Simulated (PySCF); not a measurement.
C5H10OSi.
Numbering: `[CH2:1]=[CH:2][Si@@H:3]1[CH2:4][CH2:5][CH2:6][O:7]1` (hydrogens: H8, H9 on C1; H10 on C2; H11 on Si3; H12, H13 on C4; H14, H15 on C5; H16, H17 on C6)

The same species was optimised twice, with GFN2-xTB and with PBE0-D3(BJ)/def2-SVP (PySCF), and the same property calculations (PySCF, gas phase) were run on both structures.

```
      coordinate  GFN2-xTB  PBE0-D3(BJ)/def2-SVP  change
      Si3–O7 (Å)     1.640                 1.685  +0.045
      Si3–C4 (Å)     1.913                 1.891  -0.022
      C2–Si3 (Å)     1.877                 1.861  -0.016
       C1=C2 (Å)     1.322                 1.338  +0.016
       C4–C5 (Å)     1.529                 1.536  +0.007
       C6–O7 (Å)     1.406                 1.413  +0.007
       C5–C6 (Å)     1.529                 1.530  +0.001
   C2–Si3–O7 (°)     109.5                 111.3    +1.8
   C1–C2–Si3 (°)     123.7                 122.7    -1.0
   Si3–O7–C6 (°)     113.6                 112.9    -0.7
   Si3–C4–C5 (°)     101.5                 100.8    -0.7
    C4–C5–C6 (°)     106.9                 107.5    +0.6
   C4–Si3–O7 (°)      94.8                  95.1    +0.3
   C2–Si3–C4 (°)     115.7                 115.8    +0.1
    C5–C6–O7 (°)     108.9                 108.9     0.0
C1–C2–Si3–C4 (°)      -110                  -130     -20
```

Rotational constants: A = 4836, B = 1409, C = 1261 MHz (GFN2-xTB) against A = 4767, B = 1406, C = 1261 MHz (PBE0-D3(BJ)/def2-SVP). Point groups within 0.08 Å: C1 and C1.

On the GFN2-xTB structure: HOMO (eV) -7.73 [PBE0/pcSseg-1]; LUMO (eV) -0.43 [PBE0/pcSseg-1]; dipole (D) 1.48 [PBE0/pcSseg-1]; GIAO shielding of C1 (ppm) 44.3 [PBE0/pcSseg-1]; GIAO shielding of C2 (ppm) 41.5 [PBE0/pcSseg-1]; GIAO shielding of Si3 (ppm) 340.9 [PBE0/pcSseg-1]; GIAO shielding of C4 (ppm) 172.6 [PBE0/pcSseg-1]; GIAO shielding of C5 (ppm) 157.4 [PBE0/pcSseg-1]; GIAO shielding of C6 (ppm) 114.9 [PBE0/pcSseg-1]; GIAO shielding of O7 (ppm) 290.9 [PBE0/pcSseg-1].

Question: What do these properties become on the PBE0-D3(BJ)/def2-SVP structure?

Answer: 
```
                                    property          level  on GFN2-xTB  on PBE0-D3(BJ)/def2-SVP  change
                                   HOMO (eV)  PBE0/pcSseg-1        -7.73                    -7.66   +0.07
                                   LUMO (eV)  PBE0/pcSseg-1        -0.43                    -0.55   -0.12
                                  dipole (D)  PBE0/pcSseg-1         1.48                     1.65   +0.17
energy, GFN2-xTB geometry as zero (kcal/mol)  PBE0/pcSseg-1          0.0                     -2.2    -2.2
                  GIAO shielding of C1 (ppm)  PBE0/pcSseg-1         44.3                     38.1    -6.2
                  GIAO shielding of C2 (ppm)  PBE0/pcSseg-1         41.5                     40.1    -1.4
                 GIAO shielding of Si3 (ppm)  PBE0/pcSseg-1        340.9                    332.5    -8.4
                  GIAO shielding of C4 (ppm)  PBE0/pcSseg-1        172.6                    172.9    +0.3
                  GIAO shielding of C5 (ppm)  PBE0/pcSseg-1        157.4                    154.8    -2.6
                  GIAO shielding of C6 (ppm)  PBE0/pcSseg-1        114.9                    114.4    -0.5
                  GIAO shielding of O7 (ppm)  PBE0/pcSseg-1        290.9                    281.5    -9.4
```

The heavy atoms differ by 0.105 Å rms after alignment. Among bonds between heavy atoms Si3–O7 changes most (+0.045 Å). Changes are differences of the printed values. Neither structure is proved a minimum here.
